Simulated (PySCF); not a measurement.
H3Sb, SMILES [SbH3] (connectivity only; charge and spin as stated), charge +1, multiplicity 2.

Coordinates come from a B3LYP-D3(BJ)/def2-TZVPD optimisation. The multiplicity is an assumed one; other spin states were not compared. The def2 effective core potentials stand for the cores of Sb; spin–orbit coupling is left out.

Calculation: B3LYP-D3(BJ)/def2-TZVPD in PySCF 2.14.0.

Frequencies are harmonic and unscaled.

Modes within 1.5 cm⁻¹ of each other (mostly degenerate sets) share a row, with their intensities summed.

```tsv
mode	ν (cm⁻¹)	IR (km/mol)	moving atoms (share of kinetic energy)
1	670	6.2	H 98 %
2–3	748	31.7	H 99 %
4	1999	1.7	H 100 %
5–6	2062	1.9	H 99 %
```
